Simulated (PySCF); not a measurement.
**Working out the excitation energy of O⁺**

O⁺ [He] 2s2 2p3 (4S) → O⁺ [He] 2s1 2p3 3s1 (6S). Computed with PySCF 2.14 in aug-cc-pVTZ (5s4p3d2f, 46 functions), with no relativity, point nucleus. Frozen: 1s2. Energies in hartree (1 hartree = 27.21139 eV):

| part | O⁺ (lower) | O⁺ (upper) |
| --- | --- | --- |
| UHF | -74.370750 | -73.334462 |
| MP2 opposite-spin | -0.069179 | 0.000000 |
| MP2 same-spin | -0.029269 | -0.033007 |

**Question.** What does Hartree-Fock give?

**Answer.** (-73.334462) − (-74.370750) = 1.036288 hartree = 28.199 eV.

**Question.** What do MP2 and SCS-MP2 (6/5 opposite-spin, 1/3 same-spin) give?

**Answer.** The opposite-spin parts differ by 1.882 eV and the same-spin parts by -0.102 eV. MP2: 28.199 + (1.882) + (-0.102) = 29.979 eV. SCS-MP2: 28.199 + 1.2 × (1.882) + (-0.102)/3 = 30.423 eV.
